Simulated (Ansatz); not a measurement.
Relaxation of C₄H₈ClFSi (15 atoms, charge 0, multiplicity 1), to a largest force component of 0.02 eV/Å in at most 40 steps.

Method: RKS PBE0/STO-3G in Ansatz 0.2.0.

```xyz
15
Properties=species:S:1:pos:R:3
C 1.047 -1.691 0.167
C 0.680 -0.460 -0.747
C -0.100 0.644 -0.036
Si -1.853 0.515 -0.053
C 0.514 1.686 0.568
F -0.255 2.648 1.185
Cl 2.251 1.913 0.669
H 0.124 -2.103 0.523
H 1.608 -1.327 1.058
H 1.565 -2.399 -0.380
H 1.613 -0.074 -1.141
H 0.138 -0.797 -1.604
H -2.550 1.639 -0.867
H -2.343 -0.775 -0.652
H -2.460 0.530 1.339
```

Task: Where does it end, and by what steps?

Result: It converged. Limits of this set-up: minimal basis. After 14 steps the energy has fallen by 0.764 eV; H11 moved furthest, 0.32 Å.

```csv
step,energy less start (eV),largest force component (eV/Å),accepted
0,0.0000,5.902,yes
1,-0.6740,1.623,yes
2,-0.7235,0.771,yes
3,-0.7293,0.702,yes
4,-0.7540,0.320,yes
5,-0.7575,0.130,yes
6,-0.7586,0.046,yes
7,-0.7599,0.115,yes
8,-0.7613,0.153,yes
9,-0.7624,0.110,yes
10,-0.7637,0.062,yes
11,-0.7627,0.118,no
12,-0.7641,0.028,yes
13,-0.7644,0.022,yes
14,-0.7644,0.010,yes
```

```xyz
15
Properties=species:S:1:pos:R:3
C 0.902 -1.711 0.133
C 0.797 -0.423 -0.722
C -0.066 0.650 -0.059
Si -1.921 0.448 0.029
C 0.475 1.752 0.488
F -0.227 2.737 1.096
Cl 2.261 2.112 0.493
H -0.090 -2.146 0.312
H 1.367 -1.493 1.102
H 1.516 -2.457 -0.387
H 1.806 -0.021 -0.894
H 0.366 -0.682 -1.704
H -2.566 1.487 -0.740
H -2.272 -0.840 -0.517
H -2.370 0.534 1.398
```

Whether the end is a true minimum wasn't checked by a vibrational analysis.

Time of the run: 59 s on 1 thread of Arm Neoverse V1, on a shared host, peak memory 0.14 GiB.
